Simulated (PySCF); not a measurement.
First SCF of a structure search on singlet RuN(OH), at a hand-made PBE0 minimum (heavy-atom frame) geometry. PySCF input:

```python
from pyscf import gto, scf, dft
mol = gto.M(atom='''
Ru     0.106120    -0.068350    -0.000000
N     -0.000000    -1.617450     0.000000
O     -0.585600     1.715880     0.000000
H     -1.435730     2.151950    -0.000000''',
    basis={'Ru': 'def2-TZVP', 'N': 'def2-TZVP', 'O': 'def2-TZVP', 'H': 'def2-TZVP'},
    ecp={'Ru': 'def2-TZVP'},
    charge=0, spin=0)
mf = dft.RKS(mol, xc='PBE0')
mf.grids.atom_grid = (50, 194)
aux = {'Ru': 'def2-universal-JKFIT', 'N': 'def2-universal-JKFIT', 'O': 'def2-universal-JKFIT', 'H': 'def2-universal-JKFIT'}
mf = mf.density_fit(auxbasis=aux)
mf.conv_tol = 1e-08
mf.diis_space = 10
mf.max_cycle = 60
mf.init_guess = 'minao'
mf.verbose = 4
mf.kernel()
```

Excerpt of the output (cycles and frontier levels):

```
init E= -217.521248156545
  HOMO = -0.639417354771088  LUMO = -0.459064501319803  gap/eV = 4.90765
cycle= 1 E= -224.520079168486  delta_E=   -7  |g|= 2.15  |ddm|=  4.8
  HOMO = 0.06760739643738  LUMO = 0.0715112568972683  gap/eV = 0.10623
cycle= 2 E= -215.862284553669  delta_E= 8.66  |g|= 5.48  |ddm|= 6.35
  HOMO = -0.34665413711126  LUMO = -0.208819040668473  gap/eV = 3.75068
cycle= 3 E= -225.147252487779  delta_E= -9.28  |g|= 0.976  |ddm|= 6.14
  HOMO = -0.223457291707784  LUMO = -0.12754786780387  gap/eV = 2.60983
cycle= 4 E= -225.11227565113  delta_E= 0.035  |g|= 1.12  |ddm|= 0.84
  HOMO = -0.222491618253653  LUMO = -0.103672727780062  gap/eV = 3.23323
cycle= 5 E= -225.328018583179  delta_E= -0.216  |g|= 0.123  |ddm|= 0.481
  HOMO = -0.236590879498148  LUMO = -0.110979245974441  gap/eV = 3.41807
cycle= 6 E= -225.330871891758  delta_E= -0.00285  |g|= 0.0282  |ddm|= 0.0647
  HOMO = -0.241519583389242  LUMO = -0.114036199543779  gap/eV = 3.46900
cycle= 7 E= -225.33096194543  delta_E= -9.01e-05  |g|= 0.016  |ddm|= 0.0167
  HOMO = -0.240701073132972  LUMO = -0.113298327226239  gap/eV = 3.46681
cycle= 8 E= -225.331007822902  delta_E= -4.59e-05  |g|= 0.00464  |ddm|= 0.00857
  HOMO = -0.241226821269828  LUMO = -0.113616323467557  gap/eV = 3.47246
cycle= 9 E= -225.331011585091  delta_E= -3.76e-06  |g|= 0.0012  |ddm|= 0.00246
  HOMO = -0.241252976798991  LUMO = -0.113618265876166  gap/eV = 3.47312
cycle= 10 E= -225.331011882429  delta_E= -2.97e-07  |g|= 0.000125  |ddm|= 0.000682
  HOMO = -0.241264875180942  LUMO = -0.113622418119828  gap/eV = 3.47333
cycle= 11 E= -225.331011887757  delta_E= -5.33e-09  |g|= 5.35e-05  |ddm|= 0.000194
  HOMO = -0.241252581697167  LUMO = -0.113618864738847  gap/eV = 3.47309
Extra cycle  E= -225.331011881363  delta_E= 6.39e-09  |g|= 0.000204  |ddm|= 0.000128
converged SCF energy = -225.331011881363
```

No lower solution of this spin was found by a stability analysis within the restricted form, which does not test spin polarisation.

The search for the lowest solution, with the stability check, took 7.1 s on 2 threads of a shared Arm Neoverse N1 host, with 108 basis functions; the process peaked at 0.38 GiB.
